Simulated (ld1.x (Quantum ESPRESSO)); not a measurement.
## What one change does to a pseudopotential (S, TM)

ld1.x (Quantum ESPRESSO) 7.5 input, shortened:

```
&input
   title='S', zed=16., rel=1, dft='BLYP', iswitch=3,
   config='[Ne] 3s2 3p3.5 3d-2'
 /
 &inputp
   pseudotype=2, tm=.true., lloc=0,
   nlcc=.false.
 /
3
3P  2  1   3.50   0.00  1.15  1.15  0.0
3D  3  2  -2.00   0.50  1.20  1.20  0.0
3S  1  0   2.00   0.00  1.35  1.35  0.0
 &test
   configts(1)='3s2 3p3.5'
 /
```

All-electron outer shells of the reference configuration (BLYP, scalar-relativistic, ld1.x):

```json
{"shell": "3s", "level (eV)": "-22.09", "outermost node (bohr)": "0.60", "outermost maximum (bohr)": "1.40"}
{"shell": "3p", "level (eV)": "-11.55", "outermost node (bohr)": "0.58", "outermost maximum (bohr)": "1.57"}
```

Change: wave 3p (bound): rc 1.15 bohr becomes 3p (bound): rc 1.74 bohr.

Cutoffs: the cutoffs (Ry, on a coarse ladder) from which the occupation-weighted sum of valence levels, in a spherical-Bessel basis at the reference potential, stays within 10 and 1 mRy of its value at 400 Ry; they do not see the model core or the augmentation charge, which bear on the density cutoff. Errors are all-electron minus pseudo energies relative to the spin-unpolarised reference configuration.

Predict the effect on cutoff, ghosts and configuration errors.

The potential gets softer (80 Ry and 140 Ry → 40 Ry and 60 Ry); of the 7 tests that both files solve, the error grows in 0 and shrinks in 2 by more than 15 % and 0.3 meV (median size 10.3 → 1.6 meV); neither file shows a bound ghost. A larger radius leaves more room for a smooth pseudo-wave, so fewer plane waves are needed.

| quantity | base | changed |
| --- | --- | --- |
| cutoff, loose | 80 Ry | 40 Ry |
| cutoff, tight | 140 Ry | 60 Ry |
| loose cutoff by channel (10 mRy a level) | p 70 Ry, s 21 Ry | p 10 Ry, s 21 Ry |
| bound ghosts | none | none |
| error for 3s2 3p4, meV [ΔE -4.59 eV] | +1.2 | +1.2 |
| error for 3s2 3p3, meV [ΔE 7.03 eV] | +1.2 | +0.9 |
| error for 3s2 3p2, meV [ΔE 29.17 eV] | +20 | +19 |
| error for 3s0 3p6, meV [ΔE 16.17 eV] | +43 | -1.6 |
| error for 3s2 3p4.3, meV [ΔE -6.25 eV] | +2.4 | +2.3 |
| error for 3s1 3p5, meV [ΔE 5.73 eV] | +10 | +0.7 |
| error for 3s2 3p0, meV [ΔE 109.86 eV] | +263 | +274 |
